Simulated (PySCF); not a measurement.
C5H5F, SMILES C#CCC(=C)F. Atoms are numbered in the order given.

```xyz
11

C      2.4308     0.0156     1.0153
C      1.4768    -0.3580     0.3504
C      0.3315    -0.8040    -0.4441
C     -0.9002     0.0495    -0.2658
C     -2.1061    -0.3518     0.1595
F     -0.6833     1.3364    -0.6055
H      3.2740     0.3488     1.6037
H      0.6126    -0.7924    -1.5226
H      0.0770    -1.8552    -0.1961
H     -2.9384     0.3621     0.2307
H     -2.2722    -1.3991     0.4423
```

Geometry optimised at PBE-D3(BJ)/def2-SVP. This is a generated structure with no PubChem entry under its InChIKey; it may be hypothetical. One conformer was computed; it need not be the lowest.

Computed with PBE-D3(BJ)/def2-SVP (PySCF).

Harmonic, unscaled wavenumbers; measured fundamentals usually lie a few per cent lower.

Computed vibrational spectrum:
```csv
mode,ν (cm⁻¹),IR (km/mol),moving atoms (share of kinetic energy)
1,68,0.3,"C 56 %, F 23 %, H 21 %"
2,136,0.5,"C 65 %, F 20 %, H 15 %"
3,326,6.1,"C 75 %, H 23 %"
4,355,1.1,"C 49 %, H 29 %, F 22 %"
5,390,1.1,"C 62 %, H 27 %, F 10 %"
6,458,6.9,"C 48 %, H 31 %, F 21 %"
7,625,9.8,"C 78 %, H 17 %"
8,643,37.9,"H 79 %, C 21 %"
9,661,34.3,"H 78 %, C 22 %"
10,721,0.1,"H 87 %, C 9 %"
11,823,53.7,"H 71 %, C 28 %"
12,846,11.4,"C 61 %, H 26 %, F 13 %"
13,894,3.0,"C 56 %, H 43 %"
14,925,28.5,"H 44 %, C 29 %, F 27 %"
15,972,0.4,"C 67 %, H 33 %"
16,1155,9.6,"H 88 %, C 10 %"
17,1244,22.8,"H 57 %, C 40 %"
18,1297,75.1,"C 71 %, H 22 %"
19,1346,1.5,"H 84 %, C 16 %"
20,1364,9.3,"H 91 %, C 9 %"
21,1705,101.8,C 93 %
22,2174,2.6,"C 91 %, H 9 %"
23,2952,6.0,H 94 %
24,3026,2.6,"H 91 %, C 9 %"
25,3111,1.0,H 94 %
26,3218,0.3,"H 89 %, C 11 %"
27,3409,70.9,"H 86 %, C 14 %"
```
